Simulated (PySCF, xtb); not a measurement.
hexafluorodisilane (F6Si2), SMILES F[Si](F)(F)[Si](F)(F)F. Other conformers were not sampled.

Harmonic wavenumbers (cm⁻¹) from xtb with GFN2-xTB at its own minimum, in rising order: 13, 108, 108, 155, 155, 203, 212, 212, 249, 249, 302, 520, 818, 921, 927, 928, 943, 943.

**Question.** What does PBE-D3(BJ)/def2-SVP (PySCF) give at its own minimum? (An estimate is asked for; the answer gives what the named calculation found.)

**Answer.** 21, 83, 83, 177, 177, 204, 280, 280, 308, 308, 368, 510, 785, 870, 956, 956, 964, 964. Paired by order, the mean absolute difference is 34 cm⁻¹ and the zero-point energies are 11.4 and 11.9 kcal/mol.
